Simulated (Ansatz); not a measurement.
Basis-set series for `[F][Ge]1([F])[CH2][O]1`. The species carries charge 0 and has multiplicity 1. The geometry is a stationary point of PBE0-D4/def2-TZVP.

```csv
functional,basis,functions,energy (Eh),HOMO (eV),LUMO (eV)
PBE0-D4,def2-TZVPP,200,-2390.81051,-8.17,-1.91
PBE0-D4,def2-QZVPP,377,-2390.87422,-8.22,-1.99
ωB97M-V,def2-TZVPP,200,-2391.18820,-10.41,0.16
ωB97M-V,def2-QZVPP,377,-2391.24936,-10.46,-0.02
```

(1) Give the rows for def2-SVP. (Best estimate.)

Results:

(1) Ansatz gave: 
| functional | basis | functions | energy (Eh) | HOMO (eV) | LUMO (eV) |
| --- | --- | --- | --- | --- | --- |
| PBE0-D4 | def2-SVP | 98 | -2390.15294 | -8.10 | -1.82 |
| ωB97M-V | def2-SVP | 98 | -2390.52291 | -10.31 | 0.28 |

Positive LUMOs are unbound and depend on the basis. Scalar relativity is left out up to krypton.
